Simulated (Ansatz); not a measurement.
Zr₂Se₄⁺. The state is a doublet with charge 1. Geometry r2SCAN-D4/def2-SVP; atoms count from 1.

```xyz
6

Zr   -0.4464   -0.4341    1.7766
Zr    0.7994   -0.8977   -1.4488
Se   -1.2129    1.7982    1.7464
Se    1.8689   -0.2550    0.7585
Se   -1.4297   -1.4019   -0.3507
Se    0.4208    1.1905   -2.4820
```

In the def2 sets Zr takes a core potential; there is no spin–orbit coupling. Another isomer (doublet) lies 0.19 eV lower at PBE0-D4/def2-TZVP; other spin states weren't run for this one.

Q: Estimate the Mulliken populations from the PBE0/def2-TZVP orbitals of Ansatz.

A: 
```
atom  charge (e)  spin (α − β)  d electrons
 Zr1        0.96         -0.24         2.34
 Zr2        0.96         -0.24         2.34
 Se3       -0.13          0.50            –
 Se4       -0.32          0.24            –
 Se5       -0.32          0.24            –
 Se6       -0.13          0.50            –
```
Mulliken values depend strongly on the basis.

Q: Where does the spin sit?

A: Summed by element: Zr -0.48, Se 1.48, of 1 unpaired in all. Largest on single atoms: Se6 0.50, Se3 0.50, Se5 0.24.

Q: And the Mayer bond orders between heavy atoms (over 0.3)?

A: Zr1–Se3 2.07 (2.36 Å); Zr1–Se4 1.13 (2.54 Å); Zr1–Se5 1.13 (2.54 Å); Zr2–Se4 1.13 (2.54 Å); Zr2–Se5 1.13 (2.54 Å); Zr2–Se6 2.07 (2.36 Å).
